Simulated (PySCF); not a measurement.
Ge: excitation energy

Ge [Ar] 3d10 4s2 4p2 (3P) → Ge [Ar] 3d10 4s2 4p1 4d1 (high-spin determinant), as a difference of total energies. All numbers are calculated (PySCF 2.14, the spin-free X2C one-electron Hamiltonian (Gaussian nucleus), in x2c-QZVPPall with one added diffuse shell each of s, p, d, f type (12s9p6d5f1g, 113 functions)). Correlated levels: valence: [Ar] 3d10 frozen; valence and next inner shell: [Ne] frozen. The calculations carry no spin-orbit coupling.

```
                                method  excitation energy (eV)
                                   UHF                   6.570
                                   LDA                   6.324
                                   PBE                   6.140
                                  PBE0                   6.343
                                r2SCAN                   6.545
                             BHandHLYP                   6.457
                                M06-2X                   6.393
                                  MN15                   6.793
                         MP2 (valence)                   6.651
                     SCS-MP2 (valence)                   6.632
    MP2 (valence and next inner shell)                   6.732
SCS-MP2 (valence and next inner shell)                   6.682
```

**Question.** How much does correlation contribute at MP2 (valence and next inner shell)?

**Answer.** 6.732 − (6.570) = 0.162 eV, measured against UHF.

A first-order spin-orbit estimate (lowest level to lowest level, LS coupling) adds 0.019 eV.

The promoted electron is Rydberg-like, and one or two diffuse shells describe it only roughly, which tends to raise the upper state.

In the upper state the promoted electron has a positive orbital energy at LDA, r2SCAN, MN15, so the basis confines it.

The determinant of the upper state mixes LS terms, which raises its energy above the lowest term, most at the Hartree-Fock and MP2 levels.
